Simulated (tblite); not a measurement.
Compound: C11H6OS.
SMILES: `C(#C)c1c(oc2c(c1)cccc2)=S`

Computed values, GFN2-xTB/tblite, gas phase, harmonic and unscaled. The method is semi-empirical: single wavenumbers can be off by several per cent or more.

Harmonic wavenumbers (cm⁻¹): 59.4, 81.6, 109.0, 187.7, 205.1, 230.5, 317.4, 341.7, 361.3, 400.2, 400.6, 446.0, 515.4, 516.2, 569.4, 610.2, 617.9, 667.1, 682.9, 699.7, 702.1, 774.3, 831.5, 857.4, 863.7, 876.8, 912.0, 926.2, 1075.8, 1091.2, 1126.6, 1165.2, 1173.1, 1176.3, 1216.4, 1242.4, 1273.3, 1333.0, 1348.2, 1425.8, 1460.4, 1534.3, 1572.1, 1591.3, 2253.4, 3084.9, 3088.0, 3095.2, 3104.2, 3114.3, 3398.1.

A = 1596, B = 496.6, C = 378.8 MHz; mass 186.014 u (most abundant isotopes); point group Cs, symmetry number 1.

Q: What is the zero-point energy?

A: Half the sum of the wavenumbers: 28353 cm⁻¹ = 339.18 kJ/mol.

Q: What is S at 298.15 K and 1 bar for an ideal gas of classical rigid rotors and harmonic oscillators?

A: Translation 174.03, rotation 131.17, vibration 124.56: S = 429.8 J/(mol K).

Q: And Cp and H(298.15 K) − H(0)?

A: Cp = 183.73 J/(mol K), of which vibrations give 150.48 (their classical limit is 51 R = 424.0); H(298.15 K) − H(0) = 30.90 kJ/mol without the zero-point energy, 20.98 from vibrations.

Q: Blend soft modes into free rotors: weight 1/[1 + (100 cm⁻¹/ν̃)⁴] for the oscillator and the rest for a rotor with moment μB/(μ + B), μ = h/(8π²ν), B = 10⁻⁴⁴ kg m². What vibrational entropy results?

A: 117.36 J/(mol K) in place of 124.56, which changes −T·S at 298.15 K by +2.15 kJ/mol.

Q: Which modes carry the vibrational entropy at 298.15 K?

A: 59.4 cm⁻¹: 18.73; 81.6 cm⁻¹: 16.12; 109.0 cm⁻¹: 13.75; 187.7 cm⁻¹: 9.42; 205.1 cm⁻¹: 8.73; 230.5 cm⁻¹: 7.85 J/(mol K); the other 45 give 49.97 together.

Hindered rotation and anharmonicity are outside this model.
